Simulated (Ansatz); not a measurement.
Mulliken charges of C2H4ClNSi (`C=C=N[SiH2]Cl`) from r2SCAN/def2-TZVPP in Ansatz (PBE0-D4/def2-TZVP geometry).

```
atom   x (Å)   y (Å)   z (Å)  charge (e)
  C1   0.852   1.426   1.438      -0.289
  C2   0.541   0.327   0.803       0.173
  N3   0.284  -0.716   0.251      -0.302
 Si4  -0.630  -1.213  -1.119       0.560
 Cl5  -1.533   0.354  -2.088      -0.248
  H6   0.222   1.785   2.240       0.114
  H7   1.733   1.984   1.155       0.114
  H8  -1.682  -2.130  -0.639      -0.060
  H9   0.302  -1.865  -2.059      -0.060
```

**Question.** By hand: the dipole of these point charges (1 e Å = 4.8032 D).

**Answer.** Σ q r = (0.095, -0.237, 0.088) e Å, of length 0.270 e Å = 1.30 D.

**Question.** How does the dipole of the full density compare? (Best estimate.)

**Answer.** The calculation gave: (0.056, -0.031, 0.072) e Å, 0.46 D; the point charges give 2.83 times that, at 43° from its direction.

Point charges leave out the atoms' own dipoles, such as those of lone pairs, and Mulliken's split depends on the basis, so the two needn't agree.
